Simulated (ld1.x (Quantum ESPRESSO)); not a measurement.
## Building the TM potential for ytterbium (PBE, scalar-relativistic).

ld1.x (Quantum ESPRESSO) 7.5 input, shortened:

```
&input
   title='Yb', zed=70., rel=1, dft='PBE', iswitch=3,
   config='[Xe] 4f14 5d0 6s2 6p0'
 /
 &inputp
   pseudotype=2, tm=.true., lloc=2,
   nlcc=.false.
 /
4
5S  1  0   2.00   0.00  1.65  1.65  0.0
5P  2  1   6.00   0.00  1.45  1.45  0.0
4F  4  3  14.00   0.00  1.00  1.00  0.0
5D  3  2   0.00   0.00  2.65  2.65  0.0
 &test
   configts(1)='4f14 5s2 5p6 5d0 6s2 6p0'
 /
```

Occupied shells without a wave of their own: 6s. They enter only through the test configuration that unscreens the potential.

All-electron outer shells of the reference configuration (PBE, scalar-relativistic, ld1.x):

```csv
shell,level (eV),outermost node (bohr),outermost maximum (bohr)
4p,-338.25,0.26,0.48
4d,-177.93,0.24,0.49
5s,-54.92,0.58,1.07
5p,-27.42,0.62,1.24
6s,-3.92,1.47,3.28
4f,-3.01,–,0.49
6p,-1.11,1.81,4.66
5d,-0.67,0.70,2.12
```

Task: Estimate the cutoffs (Ry, on a coarse ladder) from which the occupation-weighted sum of valence levels, in a spherical-Bessel basis at the reference potential, stays within 10 and 1 mRy of its value at 400 Ry.

Result: over 300 Ry and over 300 Ry.

Task: Does the potential have ghost states?

Result: Ghost state, extra bound levels that the all-electron valence spectrum of the same l lacks: s at -469.2 eV. A true bound ghost makes a file unfit for plane-wave use.

Task: Which valence shell sets the plane-wave cutoff?

Result: 4f: its level needs over 300 Ry to come within 1 mRy, against 80 Ry for 5p.

Task: Tests: 4f14 5s2 5p6 5d0 6s1 6p0; 4f14 5s2 5p6 5d0 6s0 6p0; 4f13 5s2 5p6 5d0 6s0 6p0; 4f14 5s2 5p6 5d0.5 6s1.5 6p0; 4f14 5s1 5p6 5d0 6s2 6p0; 4f13 5s2 5p6 5d1 6s2 6p0; 4f14 5s2 5p6 5d0 6s0 6p2. Which has the largest error in its energy relative to the reference configuration, and how large is it?

Result: 4f13 5s2 5p6 5d0 6s0 6p0, with +2133 meV (all-electron minus pseudo) on +45.36 eV.
